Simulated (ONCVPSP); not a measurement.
## neodymium: ONCV pseudisation with PBE, fully relativistic reference atom.

ONCVPSP 4.0.1 was run on this input:

```
# ATOM AND REFERENCE CONFIGURATION
# atsym  z   nc   nv     iexc    psfile
  Nd 60.00    9    4        4      upf
#
#   n    l    f
    1    0    2.00
    2    0    2.00
    2    1    6.00
    3    0    2.00
    3    1    6.00
    3    2   10.00
    4    0    2.00
    4    1    6.00
    4    2   10.00
    4    3    4.00
    5    0    2.00
    5    1    6.00
    6    0    2.00
#
# PSEUDOPOTENTIAL AND OPTIMIZATION
# lmax
    3
#
#   l,   rc,      ep,       ncon, nbas, qcut
    0    2.05    0.00    3    7    6.20
    1    2.30    0.00    4    8    5.40
    2    2.25    0.38    5    9    3.80
    3    1.35    0.00    4    9   14.10
#
# LOCAL POTENTIAL
# lloc, lpopt,  rc(5),   dvloc0
    4    5    1.00    0.00
#
# VANDERBILT-KLEINMAN-BYLANDER PROJECTORs
# l, nproj, debl
    0    2    2.00
    1    2    3.40
    2    1    1.70
    3    2    1.90
#
# MODEL CORE CHARGE
# icmod, fcfact, rcfact
    4    0.35    0.00
#
# LOG DERIVATIVE ANALYSIS
# epsh1, epsh2, depsh
   -3.00    5.00    0.02
#
# OUTPUT GRID
# rlmax, drl
    6.00    0.01
#
# TEST CONFIGURATIONS
# ncnf
    4
# nvcnf
#   n    l    f
    4
    4    3    4.00
    5    0    2.00
    5    1    6.00
    6    0    1.00
#
    4
    4    3    4.00
    5    0    2.00
    5    1    6.00
    6    0    0.00
#
    4
    4    3    3.00
    5    0    2.00
    5    1    6.00
    6    0    0.00
#
    5
    4    3    3.00
    5    0    2.00
    5    1    6.00
    6    0    2.00
    5    2    1.00
#
```

Command:

```bash
oncvpspr.x < Nd.dat > Nd.out
```

Output (shortened: citation, most of the input echo, consistency checks and plot data are left out):

```
ONCVPSP  (Optimized Norm-Conservinng Vanderbilt PSeudopotential)
relativistic version 4.0.1

#   n    l    f        energy (Ha)
    1    0    2.00    -1.5935729D+03
    2    0    2.00    -2.5763240D+02
    2    1    6.00    -2.2460699D+02    -2.4371961D+02
    3    0    2.00    -5.5894438D+01
    3    1    6.00    -4.6141499D+01    -4.9957008D+01
    3    2   10.00    -3.4984858D+01    -3.5809552D+01
    4    0    2.00    -1.1115659D+01
    4    1    6.00    -8.0481918D+00    -8.8753911D+00
    4    2   10.00    -4.2224595D+00    -4.3686024D+00
    4    3    4.00    -5.7911265D-02    -7.2704808D-02
    5    0    2.00    -1.4848956D+00
    5    1    6.00    -7.7815738D-01    -8.8911759D-01
    6    0    2.00    -1.2869700D-01

Reference configufation results
  iterations    35
  all-electron total energy (Ha)   -9.62987571D+03

Begin loop to  construct optimized pseudo wave functions
and semi-local pseudopoentials for all angular momenta

Calculating optimized projector #   1

 for l=   0

    Fraction of norm inside rc  0.881902
    Optimizing pswf for qcut=   6.20 a_B^-1,  ecut=  19.20 Ha
    Residual kinetic energy error=  7.26D-07 Ha

    Energy error per electron        Cutoff
         Ha          eV             Ha
         0.01000     0.27211        9.77
         0.00100     0.02721       12.81
         0.00010     0.00272       15.11
         0.00001     0.00027       16.89

Calculating optimized projector #   2

 for l=   0

    Fraction of norm inside rc  0.040827
    Optimizing pswf for qcut=   6.20 a_B^-1,  ecut=  19.20 Ha
    Residual kinetic energy error=  1.98D-07 Ha

    Energy error per electron        Cutoff
         Ha          eV             Ha
         0.01000     0.27211        6.97
         0.00100     0.02721       10.98
         0.00010     0.00272       13.92
         0.00001     0.00027       16.09

   Wellstate for l =  1  n =  8 kap= -2
     eigenvalue =   2.6218
     asymptotic potential =   3.1218
     half-point radius =  4.5356

Calculating optimized projector #   1

 for l=   1

    Fraction of norm inside rc  0.827712
    Optimizing pswf for qcut=   5.40 a_B^-1,  ecut=  14.60 Ha
    Residual kinetic energy error=  5.59D-06 Ha

    Energy error per electron        Cutoff
         Ha          eV             Ha
         0.01000     0.27211        3.97
         0.00100     0.02721        8.96
         0.00010     0.00272       11.88
         0.00001     0.00027       14.23

Calculating optimized projector #   2

 for l=   1

    Fraction of norm inside rc  0.136150
    Optimizing pswf for qcut=   5.40 a_B^-1,  ecut=  14.60 Ha
    Residual kinetic energy error=  1.52D-04 Ha

    Energy error per electron        Cutoff
         Ha          eV             Ha
         0.01000     0.27211        6.01
         0.00100     0.02721       11.75
         0.00010     0.00272       16.72
         0.00001     0.00027       46.43

   Wellstate for l =  1  n =  8 kap=  1
     eigenvalue =   2.5109

Calculating optimized projector #   1

 for l=   1

    Fraction of norm inside rc  0.866703
    Optimizing pswf for qcut=   5.40 a_B^-1,  ecut=  14.60 Ha
    Residual kinetic energy error=  4.34D-06 Ha

    Energy error per electron        Cutoff
         Ha          eV             Ha
         0.01000     0.27211        4.45
         0.00100     0.02721        6.04
         0.00010     0.00272       11.34
         0.00001     0.00027       13.90

Calculating optimized projector #   2

 for l=   1

    Fraction of norm inside rc  0.144763
    Optimizing pswf for qcut=   5.40 a_B^-1,  ecut=  14.60 Ha
    Residual kinetic energy error=  1.42D-04 Ha

    Energy error per electron        Cutoff
         Ha          eV             Ha
         0.01000     0.27211        5.74
         0.00100     0.02721       11.17
         0.00010     0.00272       16.28
         0.00001     0.00027       46.64

WARNING wellstate: moderately localized bound state found for n= 5 l=  2
WARNING scattering state with energy  0.05000000
WARNING will be used for the first projector

   Wellstate for l =  2  n =  6 kap= -3
     eigenvalue =   0.0500
     asymptotic potential =   0.5500
     half-point radius = 24.7052

Calculating optimized projector #   1

 for l=   2

    Fraction of norm inside rc  0.053662
    Optimizing pswf for qcut=   3.81 a_B^-1,  ecut=   7.25 Ha
    Residual kinetic energy error=  4.95D-05 Ha

    Energy error per electron        Cutoff
         Ha          eV             Ha
         0.01000     0.27211        3.05
         0.00100     0.02721        5.00
         0.00010     0.00272        6.75
         0.00001     0.00027        9.69

   Wellstate for l =  2  n =  5 kap=  2
     eigenvalue =   0.3800

Calculating optimized projector #   1

 for l=   2

    Fraction of norm inside rc  0.300959
    Optimizing pswf for qcut=   3.81 a_B^-1,  ecut=   7.25 Ha
    Residual kinetic energy error=  3.14D-04 Ha

    Energy error per electron        Cutoff
         Ha          eV             Ha
         0.01000     0.27211        4.52
         0.00100     0.02721        6.41
         0.00010     0.00272        8.40
         0.00001     0.00027       15.95

   Wellstate for l =  3  n =  6 kap= -4
     eigenvalue =   1.8421
     asymptotic potential =   2.3421
     half-point radius =  4.0150

Calculating optimized projector #   1

 for l=   3

    Fraction of norm inside rc  0.732401
    Optimizing pswf for qcut=  14.11 a_B^-1,  ecut=  99.60 Ha
    Residual kinetic energy error=  1.04D-04 Ha

    Energy error per electron        Cutoff
         Ha          eV             Ha
         0.01000     0.27211       63.92
         0.00100     0.02721       74.31
         0.00010     0.00272      112.74

Calculating optimized projector #   2

 for l=   3

    Fraction of norm inside rc  0.063646
    Optimizing pswf for qcut=  14.11 a_B^-1,  ecut=  99.60 Ha
    Residual kinetic energy error=  3.48D-07 Ha

    Energy error per electron        Cutoff
         Ha          eV             Ha
         0.01000     0.27211       60.53
         0.00100     0.02721       73.15
         0.00010     0.00272       83.02
         0.00001     0.00027       90.68

   Wellstate for l =  3  n =  6 kap=  3
     eigenvalue =   1.8273

Calculating optimized projector #   1

 for l=   3

    Fraction of norm inside rc  0.743037
    Optimizing pswf for qcut=  14.11 a_B^-1,  ecut=  99.60 Ha
    Residual kinetic energy error=  6.56D-05 Ha

    Energy error per electron        Cutoff
         Ha          eV             Ha
         0.01000     0.27211       65.17
         0.00100     0.02721       75.74
         0.00010     0.00272       88.17

Calculating optimized projector #   2

 for l=   3

    Fraction of norm inside rc  0.063214
    Optimizing pswf for qcut=  14.11 a_B^-1,  ecut=  99.60 Ha
    Residual kinetic energy error=  4.64D-07 Ha

    Energy error per electron        Cutoff
         Ha          eV             Ha
         0.01000     0.27211       61.08
         0.00100     0.02721       73.74
         0.00010     0.00272       83.66
         0.00001     0.00027       91.18

Construct Vanderbilt / Kleinmman-Bylander projectors

B matrix Hermiticity error, ll=  0  kap= -1
   1   2    9.2471D-05

  Orthonormal projector coefficients  1.3275E+01  9.7560E-01

B matrix Hermiticity error, ll=  1  kap= -2
   1   2    2.5996D-04

  Orthonormal projector coefficients  1.1171E+01  1.0407E+00

B matrix Hermiticity error, ll=  1  kap=  1
   1   2    2.8325D-04

  Orthonormal projector coefficients  1.1234E+01  1.0560E+00

B matrix Hermiticity error, ll=  3  kap= -4
   1   2   -2.7481D-04

  Orthonormal projector coefficients -1.2077E+01 -4.0658E+00

B matrix Hermiticity error, ll=  3  kap=  3
   1   2   -2.7887D-04

  Orthonormal projector coefficients -1.2145E+01 -3.8991E+00

 Orthonormal scalar projector coefficients, l =  1
  1.1184E+01  1.0491E+00  3.9226E-03  5.3914E-05

 Orthonormal spin-orbit projector coefficients, l =  1
 -4.3580E-01  3.4943E-01  3.5667E-02 -1.8275E-03

 Orthonormal scalar projector coefficients, l =  2
  4.0167E+00  2.7214E-04

 Orthonormal spin-orbit projector coefficients, l =  2
  2.9177E-02 -2.4976E-02

 Orthonormal scalar projector coefficients, l =  3
 -1.2106E+01 -3.9944E+00 -2.6182E-04 -1.9457E-05

 Orthonormal spin-orbit projector coefficients, l =  3
 -6.5049E-02  3.2949E-02  5.9859E-03 -2.1333E-03

Model core correction analysis
  based on d2Exc/dn_idn_j

d2excae - all-electron derivatives

   -1.545022D-02   -1.095009D-02   -8.491962D-03   -1.660209D-03
   -1.094996D-02   -2.014631D-02   -1.721668D-02   -1.290327D-03
   -8.491868D-03   -1.721671D-02   -1.706952D-02   -2.237780D-03
   -1.659886D-03   -1.290062D-03   -2.237087D-03   -2.373773D-02

d2excps - pseudofunction derivatives with no core correction

   -4.996191D-02   -2.133374D-02   -1.592031D-02   -2.645036D-03
   -2.133458D-02   -2.859158D-02   -2.399678D-02   -1.793529D-03
   -1.592101D-02   -2.399707D-02   -2.305292D-02   -2.836661D-03
   -2.644708D-03   -1.793097D-03   -2.835666D-03   -2.554341D-02

rms 2nd derivative error    1.037599E-02

rmatch, rhocmatch    1.0613    6.2564

Coarse scan for minimum error
  matrix elements: rms 2nd-derivative errors (mHa)
  column index : amplitude prefactor to rhocmatch
  row index : scale prefactor to rmatch

         1.500  2.000  2.500  3.000  3.500  4.000  4.500  5.000  5.500  6.000

  1.0    9.187  8.822  8.475  8.166  7.898  7.667  7.465  7.284  7.120  6.969
  1.1    8.804  8.354  7.939  7.569  7.245  6.961  6.709  6.482  6.276  6.086
  1.2    8.410  7.877  7.392  6.962  6.584  6.250  5.951  5.682  5.437  5.211
  1.3    8.014  7.399  6.846  6.358  5.927  5.546  5.204  4.895  4.614  4.356
  1.4    7.621  6.927  6.312  5.769  5.292  4.869  4.490  4.149  3.839  3.556
  1.5    7.238  6.474  5.803  5.217  4.704  4.252  3.852  3.496  3.177  2.891
  1.6    6.872  6.050  5.338  4.726  4.198  3.743  3.351  3.014  2.727  2.487
  1.7    6.533  5.670  4.939  4.326  3.815  3.394  3.053  2.785  2.584  2.443
  1.8    6.227  5.345  4.622  4.040  3.582  3.235  2.986  2.824  2.735  2.707
  1.9    5.963  5.086  4.398  3.877  3.503  3.254  3.113  3.056  3.065  3.122

Nelder-Mead iteration
 converged in  24 steps
amplitude prefactor, scale prefactor
   23.8041    1.3029

Optimized Teter model core charge

d2excps - pseudofunction derivatives with core correction

   -1.555566D-02   -1.063369D-02   -9.146600D-03   -1.712620D-03
   -1.063359D-02   -1.845451D-02   -1.738826D-02   -1.086847D-03
   -9.146451D-03   -1.738819D-02   -1.864959D-02   -2.393973D-03
   -1.712148D-03   -1.086343D-03   -2.392967D-03   -2.547781D-02

rms 2nd derivative error    7.766498E-04

Pseudoatom total energy  -57.656732

Diagnostic tests using Vanderbilt-Kleinman-Bylander pseudopotentials
  relativistic with J = L +/- 1/2 projectors

   l  kap   rcore       rmatch      e in        delta e    norm test   slope test

   0  -1   2.0617060   2.1243038  -1.4848956   0.0000031   1.0001142   1.0001182
   0  -1   2.0617060   2.1243038  -0.1286970   0.0000017   1.0000341   1.0000282

   1  -2   2.3098744   2.3800072  -0.7781574  -0.0000021   1.0000347   1.0000427
   1   1   2.3098744   2.3800072  -0.8891176  -0.0000005   1.0000472   1.0000476
   1  -2   2.3098744   2.3800072   2.6218426   0.0000395   1.0000804   1.0000804
   1   1   2.3098744   2.3800072   2.5884877   0.0000345   0.9999644   0.9999644

   2  -3   2.2552591   2.3237336   0.0500000   0.0000012   1.0000006   1.0000006
   2   2   2.2552591   2.3237336  -0.0735926   0.0000025   1.0000017   1.0000017

   3  -4   1.3563385   1.3975198  -0.0579113  -0.0000043   1.0001960   1.0002207
   3   3   1.3563385   1.3975198  -0.0727048   0.0000275   1.0002208   1.0001104
   3  -4   1.3563385   1.3975198   1.8420887   0.0000378   1.0004109   1.0004109
   3   3   1.3563385   1.3975198   1.8395435   0.0000491   1.0004039   1.0004039

Diagnostic tests using Vanderbilt-Kleinman-Bylander pseudopotentials
  relativistic with scalar and spin-orbit non-local projectors

   l  kap   rcore       rmatch      e in        delta e    norm test   slope test

   0  -1   2.0617060   2.1243038  -1.4848956   0.0000031   1.0001142   1.0001182
   0  -1   2.0617060   2.1243038  -0.1286970   0.0000017   1.0000341   1.0000282

   1  -2   2.3098744   2.3800072  -0.7781574  -0.0002513   1.0000887   0.9998030
   1   1   2.3098744   2.3800072  -0.8891176  -0.0002355   1.0000847   0.9998609
   1  -2   2.3098744   2.3800072   2.6218426  -0.0000917   1.0002138   1.0002138
   1   1   2.3098744   2.3800072   2.5884877  -0.0001772   1.0002011   1.0002011

   2  -3   2.2552591   2.3237336   0.0500000  -0.0000473   1.0000154   1.0000154
   2   2   2.2552591   2.3237336  -0.0735926  -0.0000433   1.0000163   1.0000163

   3  -4   1.3563385   1.3975198  -0.0579113   0.0000272   1.0001963   1.0002745
   3   3   1.3563385   1.3975198  -0.0727048   0.0000593   1.0002201   1.0001608
   3  -4   1.3563385   1.3975198   1.8420887   0.0000552   1.0004194   1.0004194
   3   3   1.3563385   1.3975198   1.8395435   0.0000657   1.0004122   1.0004122

Ghost test for J = L + 1/2

 Testing for bound ghosts
   n   l    E NL Schr. Eq   E Basis Diag.   E Cutoff

       0                       -9.203687     44.61  WARNING - GHOST(-)
   1   0       -1.484893       -1.484887     44.61
   2   0       -0.128695       -0.069070     44.61

   2   1       -0.778159       -0.778144     56.93

   3   2       -0.068179       -0.054734     67.49

   4   3       -0.057916       -0.051472    268.25

 Testing for highly-localized positive-energy ghosts
       l    <radius>/rc     E Basis Diag.   E Cutoff

       1        0.645579        1.474312     56.93  WARNING - GHOST(+)

       2        0.953538        1.602762     67.49  WARNING - GHOST(+)

Ghost test for J = L - 1/2

 Testing for bound ghosts
   n   l    E NL Schr. Eq   E Basis Diag.   E Cutoff

       0                       -9.203687     44.61  WARNING - GHOST(-)
   1   0       -1.484893       -1.484887     44.61
   2   0       -0.128695       -0.069070     44.61

   2   1       -0.889118       -0.889111     56.93

   3   2       -0.074191       -0.062213     67.49

   4   3       -0.072677       -0.066885    268.25

 Testing for highly-localized positive-energy ghosts
       l    <radius>/rc     E Basis Diag.   E Cutoff

       1        0.217667        2.078239     56.93  WARNING - GHOST(+)

Test configuration 0

   n   l kap    f        eae           eps        diff
   1   0  -1  2.0000-1593.57292484
   2   0  -1  2.0000 -257.63240079
   2   1  -2  4.0000 -224.60699274
   2   1   1  2.0000 -243.71961442
   3   0  -1  2.0000  -55.89443759
   3   1  -2  4.0000  -46.14149883
   3   1   1  2.0000  -49.95700815
   3   2  -3  6.0000  -34.98485822
   3   2   2  4.0000  -35.80955247
   4   0  -1  2.0000  -11.11565932
   4   1  -2  4.0000   -8.04819180
   4   1   1  2.0000   -8.87539108
   4   2  -3  6.0000   -4.22245951
   4   2   2  4.0000   -4.36860242
   4   3  -4  2.2857   -0.05791127   -0.05791558   -4.31E-06
   4   3   3  1.7143   -0.07270481   -0.07267734    2.75E-05
   5   0  -1  2.0000   -1.48489562   -1.48489256    3.05E-06
   5   1  -2  4.0000   -0.77815738   -0.77815947   -2.09E-06
   5   1   1  2.0000   -0.88911759   -0.88911812   -5.30E-07
   6   0  -1  2.0000   -0.12869700   -0.12869529    1.71E-06

    Total energies and differences
      AE_ref= -9.62987571E+03  AE_tst= -9.62987571E+03  dif=  0.00E+00
      PS_ref= -5.76567317E+01  PS_tst= -5.76567317E+01  dif=  6.39E-14
      PSP excitation error= -6.39E-14

Test configuration 1

   n   l kap    f        eae           eps        diff
   1   0  -1  2.0000-1593.79070809
   2   0  -1  2.0000 -257.84902676
   2   1  -2  4.0000 -224.82374385
   2   1   1  2.0000 -243.93645217
   3   0  -1  2.0000  -56.10960795
   3   1  -2  4.0000  -46.35668346
   3   1   1  2.0000  -50.17224887
   3   2  -3  6.0000  -35.20018214
   3   2   2  4.0000  -36.02490008
   4   0  -1  2.0000  -11.33132152
   4   1  -2  4.0000   -8.26410162
   4   1   1  2.0000   -9.09115563
   4   2  -3  6.0000   -4.43867902
   4   2   2  4.0000   -4.58477212
   4   3  -4  2.2857   -0.27435675   -0.27434450    1.22E-05
   4   3   3  1.7143   -0.28924652   -0.28919705    4.95E-05
   5   0  -1  2.0000   -1.70402872   -1.70397840    5.03E-05
   5   1  -2  4.0000   -0.99669808   -0.99663716    6.09E-05
   5   1   1  2.0000   -1.10795782   -1.10786095    9.69E-05
   6   0  -1  1.0000   -0.30119919   -0.30118744    1.17E-05

    Total energies and differences
      AE_ref= -9.62987571E+03  AE_tst= -9.62966205E+03  dif=  2.14E-01
      PS_ref= -5.76567317E+01  PS_tst= -5.74436031E+01  dif=  2.13E-01
      PSP excitation error=  5.33E-04

Test configuration 2

psatom_r: WARNING lschvkbb convergence error n,l,kap,iter=   4   3  -4

ea(ii),et,emin,emax -6.314282E-02 -6.945710E-02 -6.945710E-02 -6.945710E-02

psatom_r: WARNING lschvkbb convergence error n,l,kap,iter=   4   3  -4

ea(ii),et,emin,emax -6.314282E-02 -5.682854E-02 -5.682854E-02 -5.682854E-02

psatom_r: WARNING lschvkbb convergence error n,l,kap,iter=   1   0  -1

ea(ii),et,emin,emax -1.496666E+00 -1.347000E+00 -1.347000E+00 -1.347000E+00

psatom_r: WARNING lschvkbb convergence error n,l,kap,iter=   2   1  -2

ea(ii),et,emin,emax -7.898294E-01 -7.108465E-01 -7.108465E-01 -7.108465E-01

psatom_r: WARNING lschvkbb convergence error n,l,kap,iter=   4   3  -4

ea(ii),et,emin,emax -6.314282E-02 -5.682854E-02 -5.682854E-02 -5.682854E-02

psatom_r: WARNING lschvkbb convergence error n,l,kap,iter=   1   0  -1

ea(ii),et,emin,emax -1.496666E+00 -1.646333E+00 -1.646333E+00 -1.646333E+00

psatom_r: WARNING lschvkbb convergence error n,l,kap,iter=   2   1  -2

ea(ii),et,emin,emax -7.898294E-01 -7.108465E-01 -7.108465E-01 -7.108465E-01

psatom_r: WARNING lschvkbb convergence error n,l,kap,iter=   2   0  -1

ea(ii),et,emin,emax -1.252105E-01 -1.377315E-01 -1.377315E-01 -1.377315E-01
run_config_r: WARNING for fully non-local PS atom,
 WARNING no output for configuration 3

Test configuration 3

psatom_r: WARNING lschvkbb convergence error n,l,kap,iter=   4   3  -4

ea(ii),et,emin,emax -5.791558E-02 -6.370714E-02 -6.370714E-02 -6.370714E-02

psatom_r: WARNING lschvkbb convergence error n,l,kap,iter=   4   3  -4

ea(ii),et,emin,emax -5.791558E-02 -5.212402E-02 -5.212402E-02 -5.212402E-02

psatom_r: WARNING lschvkbb convergence error n,l,kap,iter=   1   0  -1

ea(ii),et,emin,emax -1.496666E+00 -1.347000E+00 -1.347000E+00 -1.347000E+00

psatom_r: WARNING lschvkbb convergence error n,l,kap,iter=   2   1  -2

ea(ii),et,emin,emax -7.890600E-01 -7.101540E-01 -7.101540E-01 -7.101540E-01

psatom_r: WARNING lschvkbb convergence error n,l,kap,iter=   4   3  -4

ea(ii),et,emin,emax -5.791558E-02 -5.212402E-02 -5.212402E-02 -5.212402E-02

psatom_r: WARNING lschvkbb convergence error n,l,kap,iter=   1   0  -1

ea(ii),et,emin,emax -1.496666E+00 -1.646333E+00 -1.646333E+00 -1.646333E+00

psatom_r: WARNING lschvkbb convergence error n,l,kap,iter=   2   1  -2

ea(ii),et,emin,emax -7.890600E-01 -7.101540E-01 -7.101540E-01 -7.101540E-01

psatom_r: WARNING lschvkbb convergence error n,l,kap,iter=   2   0  -1

ea(ii),et,emin,emax -1.254905E-01 -1.380395E-01 -1.380395E-01 -1.380395E-01
run_config_r: WARNING for fully non-local PS atom,
 WARNING no output for configuration 4

Test configuration 4

psatom_r: WARNING lschvkbb convergence error n,l,kap,iter=   4   3  -4

ea(ii),et,emin,emax -5.791558E-02 -6.370714E-02 -6.370714E-02 -6.370714E-02

psatom_r: WARNING lschvkbb convergence error n,l,kap,iter=   4   3  -4

ea(ii),et,emin,emax -5.791558E-02 -5.212402E-02 -5.212402E-02 -5.212402E-02

psatom_r: WARNING lschvkbb convergence error n,l,kap,iter=   1   0  -1

ea(ii),et,emin,emax -1.491504E+00 -1.342354E+00 -1.342354E+00 -1.342354E+00

psatom_r: WARNING lschvkbb convergence error n,l,kap,iter=   2   1  -2

ea(ii),et,emin,emax -7.839972E-01 -7.055975E-01 -7.055975E-01 -7.055975E-01

psatom_r: WARNING lschvkbb convergence error n,l,kap,iter=   2   0  -1

ea(ii),et,emin,emax -1.313147E-01 -1.181833E-01 -1.181833E-01 -1.181833E-01
run_config_r: WARNING for fully non-local PS atom,
 WARNING no output for configuration 5
```

Note: ghosts flagged at negative energy: s at -250.4 eV; GHOST(+) flagged for p3/2 at 40.1 eV, d5/2 at 43.6 eV, p1/2 at 56.6 eV. A true bound ghost makes a file unfit for plane-wave use.

The run took about 15 s on one core of a shared server CPU.
